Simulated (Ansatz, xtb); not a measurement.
# Two isomers of C4H7F2NO

Structure X: `C[C@H](C(N)=O)C(F)F`, a singlet. Structure Y: `NC(=O)CCC(F)F`, a singlet. Both are isolated molecules in the gas phase, relaxed with PBE0-D3(BJ)/def2-SVP; each stands in its lowest conformer found.

Question: Estimate E(Y) − E(X) at the level CCSD(T)/def2-SVP + ΔMP2/def2-TZVPP.

Answer: Not settled: CCSD(T)/def2-SVP + ΔMP2/def2-TZVPP gives E(Y) − E(X) = −6.06 kJ/mol, but this leans on the basis-set step: CCSD(T) alone gives −1.86 kJ/mol.

The same difference at several levels:

```
                             level              geometry  E(Y) − E(X) (kJ/mol)  departure from the last row (kJ/mol)  job, with rough time for the two
                          GFN2-xTB              GFN2-xTB                   −1.33                                 +4.73              optimisation, 0.17 s
                         HF/STO-3G              GFN2-xTB                   −2.64                                 +3.43              single point, 0.46 s
                r2SCAN-D4/def2-SVP              GFN2-xTB                   −1.82                                 +4.25               single point, 4.4 s
              PBE0-D3(BJ)/def2-SVP  PBE0-D3(BJ)/def2-SVP                   −2.64                                 +3.42                optimisation, 95 s
                       HF/def2-SVP  PBE0-D3(BJ)/def2-SVP                  −13.21                                 −7.14           part of the CCSD(T) run
                      MP2/def2-SVP  PBE0-D3(BJ)/def2-SVP                   −1.00                                 +5.06           part of the CCSD(T) run
                  CCSD(T)/def2-SVP  PBE0-D3(BJ)/def2-SVP                   −1.86                                 +4.20                      single point
CCSD(T)/def2-SVP + ΔMP2/def2-TZVPP  PBE0-D3(BJ)/def2-SVP                   −6.06                                                   single point, 2.4 min
```

As drawn, both hold the same kinds of bond in the same numbers. Structure X has 1 methyl group, Y 0.

GFN2-xTB, r2SCAN-D4/def2-SVP, MP2/def2-SVP, CCSD(T)/def2-SVP find them nearly level. The largest departure from CCSD(T)/def2-SVP + ΔMP2/def2-TZVPP is that of HF/def2-SVP, 7.14 kJ/mol. The last row adds to CCSD(T) the change of the MP2 difference between the two basis sets, here −4.20 kJ/mol.

With thermal terms from frequencies at re-optimised GFN2-xTB minima (ideal gas, soft modes damped towards free rotors, one conformer each, 298.15 K, 1 atm): the zero-point term adds +0.18 kJ/mol; ΔH is −6.27 and ΔG −6.19 kJ/mol.

The correlated steps freeze 8 core orbitals. Mirror images aren't counted in ΔG. Run with Ansatz 0.2.0, xtb 6.7.1; the last row on 4 threads of Arm Neoverse V1 on a shared host.
